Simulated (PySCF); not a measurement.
Species: C5H12NSi (doublet state).
Geometry (GFN2-xTB, Å), atoms numbered from 1 in this order:
```
atom  x, y, z in Å
C1     2.1965   -0.4683   -0.5052
C2     1.8411    0.9826   -0.1919
Si3    0.0866    1.1550    0.5412
N4     0.0953    0.3715    2.0791
C5    -1.1833    0.4441   -0.6784
C6    -1.5829   -1.0058   -0.5790
C7    -2.5576    0.0630   -0.2116
H8     3.1762   -0.5333   -0.9774
H9     2.2238   -1.0651    0.4043
H10    1.4652   -0.9085   -1.1801
H11    1.9123    1.5694   -1.1079
H12    2.5761    1.3932    0.5001
H13    0.7223   -0.3957    2.2705
H14   -0.7457    0.2920    2.6247
H15   -1.1384    0.8422   -1.6861
H16   -1.7449   -1.5614   -1.4917
H17   -1.1583   -1.6018    0.2158
H18   -3.3973    0.2411   -0.8677
H19   -2.7967    0.1949    0.8338
```

The hyperfine couplings belong to this conformer and change with its torsions.

As a line formula: `CC[Si](N)C1CC1` [radical].

Method: UKS B3LYP, pcH-1 on C H N Si, non-relativistic, mean-field spin-orbit, GIAO (PySCF). Isolated species at its GFN2-xTB geometry (one conformer only). The geometry wasn't refined by DFT: couplings that depend on bond lengths, twists or pyramidal angles can differ widely from those at the functional's own minimum, by a factor of two or more for some ions and for spin on atoms past the first row. The SCF solution wasn't tested for stability.

Principal values of hyperfine tensors in MHz (contact, dipolar and spin–orbit terms together), for some of the nuclei:

```
atom  isotope       A1       A2       A3
 Si3     29Si  -719.16  -498.67  -495.45
  C5      13C    79.05    80.02   100.05
 H13       1H    38.86    41.16    50.16
  N4      14N    31.47    31.94    40.03
  C1      13C    16.80    16.92    23.60
  C6      13C    12.31    12.47    24.20
  H8       1H    10.57    11.72    14.77
 H16       1H     6.27     8.40    12.18
```

Problem. Give the isotropic coupling of each nucleus in MHz and in mT (g = 2.0027), and the anisotropic part.

Solution. a_iso is a third of the trace, T = A − a_iso, and a(mT) = a(MHz)/(g × 13.996). The tensors hold a spin–orbit part: the run splits a_iso into a_FC + a_SO, and T includes its anisotropic share.

| atom | a_iso (MHz) | a_FC | a_SO | a_iso (mT) | T1 | T2 | T3 |
| --- | --- | --- | --- | --- | --- | --- | --- |
| Si3 | -571.09 | -572.01 | 0.92 | -20.374 | -148.06 | 72.42 | 75.64 |
| C5 | 86.37 | 86.36 | 0.01 | 3.081 | -7.32 | -6.35 | 13.68 |
| H13 | 43.39 | 43.38 | 0.01 | 1.548 | -4.53 | -2.23 | 6.76 |
| N4 | 34.48 | 34.46 | 0.02 | 1.230 | -3.01 | -2.54 | 5.55 |
| C1 | 19.11 | 19.11 | 0.00 | 0.682 | -2.30 | -2.19 | 4.49 |
| C6 | 16.33 | 16.33 | 0.00 | 0.582 | -4.02 | -3.86 | 7.87 |
| H8 | 12.35 | 12.35 | 0.00 | 0.441 | -1.79 | -0.63 | 2.41 |
| H16 | 8.95 | 8.95 | 0.00 | 0.319 | -2.68 | -0.55 | 3.23 |

Problem. What spin density at the nucleus of H13 lies behind its contact coupling (g_N = 5.58569)?

Solution. a_FC = (2μ0/3) gₑ μB g_N μN ρ(0)/(2S·h) = 800.24 MHz × g_N × ρ(0)/(2S), with ρ in bohr⁻³. With a_FC = 43.38 MHz and 2S = 1, ρ(0) = 0.009705 bohr⁻³. In magnitude that is 3.0 % of the 1/π = 0.318 of a free hydrogen atom.

Problem. C2 (13C, g_N = 1.40482) isn't in the table. Its spin density at the nucleus is 0.03022 bohr⁻³. What is its contact coupling?

Solution. By the same relation, a_FC = 34.0 MHz. Its full tensor has the principal values 29.70, 29.88, 42.39 MHz.

Problem. Which nucleus of the table has the largest anisotropic coupling, and what is its form?

Solution. Si3: -148.1, 72.4, 75.6 MHz (the dipolar term alone has -147.2, 72.0, 75.2), nearly axial, close to the ratio +1:+1:−2, the form that spin in one p orbital centred on that nucleus gives (the nuclear moment is negative).
